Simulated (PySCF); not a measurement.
C$_{2}$H$_{6}$Be, charge -1, doublet, at a GFN2-xTB geometry (such geometries of metal compounds can be far from the true shape) (a state made from the parent by changing its charge; the spin is typed, not shown lowest) (in this run its highest filled SCF level lies above zero, so its values depend strongly on the basis, on diffuse functions most of all); BLYP/pcseg-1 run with PySCF.

The PySCF input:
```python
from pyscf import gto, scf, dft

mol = gto.Mole()
mol.atom = '''
    Be   -0.493302    0.641188   -0.516111
    C     1.245745    0.062473   -0.900229
    H     1.263635   -1.033426   -1.017434
    H     1.911223    0.269058   -0.045991
    H     1.790759    0.449634   -1.782472
    C    -1.128045   -0.215458    1.023370
    H    -1.111348   -1.308726    0.882850
    H    -2.138828    0.002781    1.418309
    H    -0.448429   -0.026168    1.870332
'''
mol.basis = 'pcseg-1'
mol.charge = -1
mol.spin = 1
mol.verbose = 4
mol.build()

mf = dft.UKS(mol)
mf.xc = 'blyp'
mf.conv_tol_grad = 1e-3
mf.kernel()
```

Q: Predict the main parts of the log of this PySCF run.

A: 
```
PySCF version 2.14.0

[INPUT] verbose = 4
[INPUT] num. atoms = 9
[INPUT] num. electrons = 23
[INPUT] charge = -1
[INPUT] spin (= nelec alpha-beta = 2S) = 1
[INPUT] symmetry False subgroup None
[INPUT] Mole.unit = angstrom
[INPUT] Symbol           X                Y                Z      unit          X                Y                Z       unit  Magmom
[INPUT]  1 Be    -0.493302000000   0.641188000000  -0.516111000000 AA   -0.932205676700   1.211669714358  -0.975308439875 Bohr   0.0
[INPUT]  2 C      1.245745000000   0.062473000000  -0.900229000000 AA    2.354116871046   0.118056860180  -1.701186259391 Bohr   0.0
[INPUT]  3 H      1.263635000000  -1.033426000000  -1.017434000000 AA    2.387924071415  -1.952892110005  -1.922671609821 Bohr   0.0
[INPUT]  4 H      1.911223000000   0.269058000000  -0.045991000000 AA    3.611688032970   0.508445931623  -0.086910394195 Bohr   0.0
[INPUT]  5 H      1.790759000000   0.449634000000  -1.782472000000 AA    3.384044065100   0.849685116293  -3.368383904706 Bohr   0.0
[INPUT]  6 C     -1.128045000000  -0.215458000000   1.023370000000 AA   -2.131696106185  -0.407156611347   1.933889024096 Bohr   0.0
[INPUT]  7 H     -1.111348000000  -1.308726000000   0.882850000000 AA   -2.100143349083  -2.473133712098   1.668344709072 Bohr   0.0
[INPUT]  8 H     -2.138828000000   0.002781000000   1.418309000000 AA   -4.041799147551   0.005255328352   2.680215570006 Bohr   0.0
[INPUT]  9 H     -0.448429000000  -0.026168000000   1.870332000000 AA   -0.847407996313  -0.049450353228   3.534415242010 Bohr   0.0

nuclear repulsion = 50.5725145585239
number of shells = 20
number of NR pGTOs = 109
number of NR cGTOs = 67
basis = pcseg-1
ecp = {}

******** <class 'pyscf.dft.uks.UKS'> ********
method = UKS
initial guess = minao
damping factor = 0
level_shift factor = 0
DIIS = <class 'pyscf.scf.diis.CDIIS'>
diis_start_cycle = 1
diis_space = 8
diis_damp = 0
SCF conv_tol = 1e-09
SCF conv_tol_grad = 0.001
SCF max_cycles = 50
direct_scf = True
direct_scf_tol = 1e-13
number electrons alpha = 12  beta = 11
XC library pyscf.dft.libxc version 7.1.2
    S. Lehtola, C. Steigemann, M. J. T. Oliveira, and M. A. L. Marques,  SoftwareX 7, 1–5 (2018)
XC functionals = blyp
    A. D. Becke,  Phys. Rev. A 38, 3098 (1988)
    C. Lee, W. Yang, and R. G. Parr,  Phys. Rev. B 37, 785 (1988)
    B. Miehlich, A. Savin, H. Stoll, and H. Preuss,  Chem. Phys. Lett. 157, 200 (1989)
radial grids:
    Treutler-Ahlrichs [JCP 102, 346 (1995); DOI:10.1063/1.469408] (M4) radial grids

becke partition: Becke, JCP 88, 2547 (1988); DOI:10.1063/1.454033
pruning grids: <function nwchem_prune>
grids dens level: 3
symmetrized grids: False
atomic radii adjust function: <function treutler_atomic_radii_adjust>
small_rho_cutoff = 0
tot grids = 100808
init E= -94.1899220077567

cycle= 1 E= -94.2700561905236  delta_E= -0.0801  |g|= 0.52  |ddm|= 1.91
cycle= 2 E= -93.8887368894346  delta_E= 0.381  |g|= 0.922  |ddm|=  2.4
cycle= 3 E= -94.4374674040358  delta_E= -0.549  |g|= 0.0336  |ddm|= 1.74
cycle= 4 E= -94.4381831473923  delta_E= -0.000716  |g|= 0.0178  |ddm|= 0.165
cycle= 5 E= -94.438479197312  delta_E= -0.000296  |g|= 0.00108  |ddm|= 0.0513
cycle= 6 E= -94.4384800414034  delta_E= -8.44e-07  |g|= 0.000383  |ddm|= 0.00355
cycle= 7 E= -94.4384801400601  delta_E= -9.87e-08  |g|= 5.58e-05  |ddm|= 0.000878
cycle= 8 E= -94.4384801428671  delta_E= -2.81e-09  |g|= 8.81e-06  |ddm|= 0.000207
cycle= 9 E= -94.4384801429193  delta_E= -5.22e-11  |g|= 6.26e-06  |ddm|= 2.98e-05
Extra cycle  E= -94.4384801428686  delta_E= 5.07e-11  |g|= 1.14e-05  |ddm|= 2.17e-05
converged SCF energy = -94.4384801428686  <S^2> = 0.75064375  2S+1 = 2.0006436
```
